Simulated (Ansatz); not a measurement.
These are frozen-core CCSD(T)/def2-TZVPP // B3LYP-D3(BJ)/def2-TZVP in Ansatz (an electronic-structure program) values and carry that method's errors.

Ansatz 0.2 input:
```yaml
crystal:
  periodic: [false, false, false]
  atoms:
    - { symbol: Al, position_ang: [-0.254269, 0.003721, -0.004717] }
    - { symbol: I, position_ang: [2.230716, -0.03269, 0.041369] }
    - { symbol: H, position_ang: [-1.00857, -1.373723, -0.018784] }
    - { symbol: H, position_ang: [-0.967877, 1.402692, -0.017867] }
basis:
  gaussian: { orbitals: def2-TZVPP }
correlation:
  method: ccsd_t
```

Output:

```
Functional definition: HF
882 factors; integrals over basis functions are off by at most 1.3e-3 eV
mean field evaluation 1: about -14688.0622 eV, gradient 1.1e1 eV
mean field evaluation 2: about -14688.1003 eV, gradient 1.1e1 eV
mean field evaluation 4: about -14688.7337 eV, gradient 2.1e0 eV
mean field evaluation 8: about -14688.7469 eV, gradient 1.0e-1 eV
mean field evaluation 16: about -14688.6102 eV, gradient 5.5e0 eV
mean field -14688.74693793 eV, -539.8014935787 hartree, gradient 1.8e-6 eV, S^2 0.000000; 0 other end points of the search recorded, 0 dependent functions left out
9 core orbitals not correlated
reference -14688.74693793 eV, -539.8014935787 hartree; 11, 11 occupied and 100, 100 virtual orbitals, 882 factors
second order -15.69298410 eV of doubles, -0.00000000 eV of singles
cycle   1  -14.92057666 eV  change    7.7e-1 eV  update   7.6e-2
cycle   2  -15.35039690 eV  change   -4.3e-1 eV  update   2.2e-2
cycle   3  -15.36726874 eV  change   -1.7e-2 eV  update   8.8e-3
cycle   4  -15.35524433 eV  change    1.2e-2 eV  update   2.4e-3
cycle   5  -15.35688897 eV  change   -1.6e-3 eV  update   1.3e-3
cycle   6  -15.35732024 eV  change   -4.3e-4 eV  update   3.4e-4
cycle   7  -15.35700366 eV  change    3.2e-4 eV  update   1.2e-4
cycle   8  -15.35703127 eV  change   -2.8e-5 eV  update   4.0e-5
cycle   9  -15.35706169 eV  change   -3.0e-5 eV  update   1.3e-5
cycle  10  -15.35705222 eV  change    9.5e-6 eV  update   3.7e-6
perturbative correction -0.33438499 eV, -0.0122884219 hartree
Total energy: -14704.43837515 eV, -540.3781432604 hartree
```

Cost: very roughly 6 core-seconds.
